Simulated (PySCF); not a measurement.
A GIAO shielding run with PySCF 2.14 (density fitting, non-relativistic, gas phase) on `CC(C)[C@@H]1C=CC[SiH2]1`, C$_{7}$H$_{14}$Si:

```
$ OMP_NUM_THREADS=1 python probes_run.py task.json out

{"job": {"kind": "nmr", "xc": "PBE0", "basis": "pcSseg-1"}, "charge": 0, "multiplicity": 1}
C     -2.230012    -1.081975    -0.074854
C     -1.303998    -0.049567     0.560068
C     -1.427078     1.293796    -0.151567
C      0.145411    -0.556237     0.571097
C      1.067818     0.419389     1.247957
C      2.172315     0.805093     0.633704
C      2.470985     0.261891    -0.731413
Si     0.996854    -0.884730    -1.113175
H     -1.974085    -1.226346    -1.122135
H     -3.266644    -0.756435    -0.014236
H     -2.142145    -2.040751     0.431911
H     -1.615704     0.093758     1.603850
H     -0.762735     2.026459     0.301365
H     -2.447750     1.666253    -0.085680
H     -1.164759     1.196877    -1.202085
H      0.144670    -1.479085     1.165245
H      0.795579     0.776650     2.232171
H      2.875477     1.496983     1.077310
H      3.428070    -0.261749    -0.722123
H      2.581764     1.081550    -1.443430
H      0.261513    -0.469304    -2.311752
H      1.384044    -2.293135    -1.253863
```

Hardware: 1 thread of an Arm Neoverse V1, shared host. The job also computes population analyses, field gradients, ring-centre shieldings.

Task: How large is the calculation?

Result: 70 electrons, 213 basis functions and 1122 auxiliary functions.

Task: How long does it take, and how much memory does it need?

Result: 51 s of wall time, with 14 SCF cycles and 4 response iterations; peak memory 0.96 GiB. Times on a shared host scatter by some tens of per cent.
